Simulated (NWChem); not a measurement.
# CH4Cl2Ge; SMILES [CH3][GeH]([Cl])[Cl]

All runs: NWChem. Pople sets run with spherical d functions. Coordinates come from a PBE-D3(BJ)/def2-SVP optimisation. Total energies compare along this basis series because the functional is fixed.

| level | basis functions | energy (Ha) | highest occupied level (eV) | orbital gap (eV) | dipole (D) |
|---|---|---|---|---|---|
| TPSS/STO-3G | 45 | -3003.6067 | … | … | … |
| TPSS/3-21G | 65 | -3023.3008 | -7.67 | 6.21 | 3.65 |
| TPSS/6-31G* | 90 | -3037.7077 | -7.44 | 6.07 | 3.08 |
| TPSS/6-311G** | 138 | -3038.0298 | -7.61 | 6.03 | 3.08 |

### Question
What belongs in the gaps?

### Answer

- TPSS/STO-3G, highest occupied level (eV): -4.04
- TPSS/STO-3G, orbital gap (eV): 5.59
- TPSS/STO-3G, dipole (D): 3.13
